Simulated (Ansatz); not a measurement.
C2H6BFS (`CBSCF`) at its PBE0-D4/def2-TZVP geometry, where that method's forces vanish. Charge 0, multiplicity 1.

```xyz
11

C    -1.9711   -0.2721    0.7095
B    -0.4892    0.0956    0.4063
S     0.2735   -0.4278   -1.1129
C     1.9625    0.1870   -0.9587
F     2.7865   -0.7554   -0.3988
H    -2.5463    0.6371    0.9171
H    -2.4795   -0.8351   -0.0749
H    -2.0118   -0.8585    1.6353
H     0.1760    0.7388    1.1664
H     2.3323    0.4135   -1.9604
H     1.9670    1.0770   -0.3289
```

Question: What forces (eV/Å) does r2SCAN-D4/def2-TZVPP give on these atoms in Ansatz? (Estimate.)

Answer: Computed: 
```
C1   0.006 -0.006 -0.017
B2  -0.031  0.031  0.091
S3  -0.160 -0.092 -0.082
C4  -0.006  0.330 -0.149
F5   0.207 -0.244  0.151
H6   0.000 -0.023  0.008
H7   0.002  0.010  0.021
H8  -0.014  0.017 -0.010
H9  -0.014 -0.014 -0.011
H10  0.006 -0.006  0.000
H11  0.004 -0.003  0.000
```
